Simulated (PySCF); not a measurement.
Tc: excitation energy

Tc [Kr] 4d5 5s2 (6S) → Tc [Kr] 4d4 5s2 5p1 (high-spin determinant), as a difference of total energies. All numbers are calculated (PySCF 2.14, scalar relativity by spin-free X2C-1e, in aug-cc-pVTZ-DK). Correlated levels: valence: [Kr] frozen. The calculations carry no spin-orbit coupling.

```json
{"method": "UHF", "excitation energy (eV)": "6.760"}
{"method": "LDA", "excitation energy (eV)": "7.319"}
{"method": "PBE", "excitation energy (eV)": "7.222"}
{"method": "PBE0", "excitation energy (eV)": "7.172"}
{"method": "r2SCAN", "excitation energy (eV)": "7.380"}
{"method": "TPSSh", "excitation energy (eV)": "7.114"}
{"method": "B97-3", "excitation energy (eV)": "7.197"}
{"method": "MP2 (valence)", "excitation energy (eV)": "7.080"}
{"method": "SCS-MP2 (valence)", "excitation energy (eV)": "6.679"}
```

Task: How much does correlation contribute at MP2 (valence)?

Result: 7.080 − (6.760) = 0.320 eV, measured against UHF.

A first-order spin-orbit estimate (lowest level to lowest level, LS coupling) adds -0.238 eV.

The upper state lies above the first ionisation limit, where it may autoionise and the basis confines it.

The determinant of the upper state mixes LS terms, which raises its energy above the lowest term, most at the Hartree-Fock and MP2 levels.
